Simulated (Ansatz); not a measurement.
Br2Zn, charge -1, doublet, geometry from GFN2-xTB (such geometries of metal compounds can be far from the true shape) (a state made from the parent by changing its charge; the spin is typed, not shown lowest) (a gas-phase anion, which may not be bound at this level); PBE/pcseg-1 (Ansatz, a program for electronic structure).

Ansatz was given this input:
Ansatz 0.2 input:
```yaml
crystal:
  periodic: [false, false, false]
  atoms:
    - {symbol: Zn, position_ang: [-0.44726896, -0.63134001, -0.74342448]}
    - {symbol: Br, position_ang: [-0.03145420, 2.05256578, -1.06046508]}
    - {symbol: Br, position_ang: [0.41482759, -1.51141719, 1.69768606]}
basis:
  gaussian:
    orbitals: pcseg-1.json
hamiltonian:
  xc: pbe
total_charge: -1
magnetization: {spin_polarized: true, initial_magnetization: 1}
```
The basis file holds pcseg-1 in the JSON format of the Basis Set Exchange.

What the program printed (banner, timings and long lists left out):

```
Functional definition: PBE
1039 factors; their error is unknown
mean field evaluation 1: about -188465.1274 eV, gradient 2.6e1 eV
mean field evaluation 2: about -188461.2834 eV, gradient 3.9e1 eV
mean field evaluation 4: about -188467.0860 eV, gradient 1.4e0 eV
mean field evaluation 8: about -188467.0815 eV, gradient 8.6e-3 eV
mean field evaluation 16: about -188463.9872 eV, gradient 9.2e0 eV
mean field -188467.08148506 eV, -6926.0374969999 hartree, gradient 1.4e-5 eV, S^2 0.751742; 3 other end points of the search recorded, 0 dependent functions left out
reference -188467.08152217 eV, -6926.0374983635 hartree; 51, 50 occupied and 34, 35 virtual orbitals, 1039 factors
Total energy: -188467.08152217 eV, -6926.0374983635 hartree
```
